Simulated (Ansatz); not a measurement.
Basis sets compared for B4P4H14, a cluster cut from wurtzite BP (hydrogen-capped). The state is a singlet with charge 0. Geometry PBE-D4/def2-SVP. Ansatz on 4 threads of Arm Neoverse V2 on a shared host; times are rough, and most runs start from earlier orbitals.

```xyz
22

B     0.277   -1.722   -1.275
P     0.255    0.108   -1.997
B    -1.748   -0.696    1.061
P     0.001   -1.492    0.655
P    -1.674    1.095    0.251
B    -0.001    1.543   -0.678
B     1.474   -0.503    1.498
P     1.417    1.275    0.657
H    -0.654   -2.330   -1.786
H     1.382   -2.194   -1.508
H    -0.727    0.313   -3.014
H     1.426    0.446   -2.743
H    -2.651   -1.311    0.509
H    -1.897   -0.548    2.267
H     0.001   -2.798    1.229
H    -2.733    1.352   -0.674
H    -1.921    2.156    1.176
H    -0.001    2.659   -1.168
H     2.556   -1.005    1.223
H     1.273   -0.350    2.695
H     2.643    1.653    0.029
H     1.302    2.349    1.593
```

B3LYP takes the VWN-RPA correlation.

Binding counts from free atoms (B doublet, P quartet, H doublet) in the same basis, without a counterpoise term.

| level | functions | energy (Eh) | HOMO (eV) | LUMO (eV) | binding per atom (eV) | wall time |
| --- | --- | --- | --- | --- | --- | --- |
| PBE-D4/def2-SVP | 198 | -1472.0075 | -6.23 | -1.24 | 3.40 | 2.9 s |
| PBE-D4/def2-TZVP | 356 | -1472.5905 | -6.35 | -1.53 | 3.39 | 6 s |
| B3LYP-D4/def2-TZVP | 356 | -1473.5270 | -7.30 | -0.86 | 3.36 | 12 s |
| PBE0-D4/def2-SVP | 198 | -1472.1789 | -7.40 | -0.41 | 3.38 | 4.8 s |
| PBE0-D4/def2-TZVP (with forces) | 356 | -1472.7520 | -7.46 | -0.68 | 3.37 | 18 s |

(1) Estimate the rows for PBE-D4/def2-TZVPD, B3LYP-D4/def2-TZVPD, PBE0-D4/def2-TZVPD.

Results:

(1) 
| level | functions | energy (Eh) | HOMO (eV) | LUMO (eV) | binding per atom (eV) | wall time |
| --- | --- | --- | --- | --- | --- | --- |
| PBE-D4/def2-TZVPD | 446 | -1472.5918 | -6.36 | -1.57 | 3.39 | 12 s |
| B3LYP-D4/def2-TZVPD | 446 | -1473.5282 | -7.30 | -1.08 | 3.36 | 20 s |
| PBE0-D4/def2-TZVPD | 446 | -1472.7530 | -7.47 | -0.86 | 3.37 | 19 s |
